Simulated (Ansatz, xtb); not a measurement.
**Ligand exchange: SnH3Cl + BH2(SH) → SnH3(SH) + BH2Cl**

Species: SnH3Cl `[Cl][SnH3]`, singlet; BH2(SH), singlet; SnH3(SH), singlet; BH2Cl `BCl`, singlet. The partners trade Cl for SH: Sn–Cl and B–SH bonds give way to Sn–SH and B–Cl.

Shapes, held fixed at every level: PBE0-D4/def2-TZVP. Programs: Ansatz 0.2.0, xtb 6.7.1. The zero-point and thermal change to 298 K, harmonic and unscaled (PBE0-D4/def2-TZVP), is -2.1 kJ/mol.

Task: Estimate ΔH(298 K) of this reaction.

Result: The highest level, CCSD(T)/def2-TZVPP, gives ΔH(298 K) = +31.2 kJ/mol; the levels span +29.5 to +36.3. The column of differences is taken from that level and isn't an error. No measured value is set beside it here. For atoms past krypton def2 sets carry core potentials with scalar relativity. Outer-core shells of Sn are correlated, in sets that cover them unevenly. Times are processor times on shared x86 and Arm servers, and rough.

```csv
level,kind,ΔH(298 K) (kJ/mol),less CCSD(T)/def2-TZVPP,CPU time (sum over the molecules)
GFN1-xTB,semi-empirical,+29.9,-1.3,0.12 s
SPW92/def2-TZVPP,LDA,+36.3,+5.1,3.5 s
PBE-D4/def2-TZVPP,GGA,+35.4,+4.2,6.6 s
BHLYP-D4/def2-TZVPP,global hybrid,+34.8,+3.6,6.9 s
wB97M-V/def2-TZVPP,range-separated hybrid,+34.0,+2.8,23 s
B2PLYP/def2-TZVPP,double hybrid,+34.2,+3.0,12 s
MP2/def2-SVP,perturbation theory,+31.6,+0.4,–
MP2/def2-TZVPP,perturbation theory,+29.5,-1.7,–
CCSD(T)/def2-TZVPP,coupled cluster or CI,+31.2,0.0,31 s
```
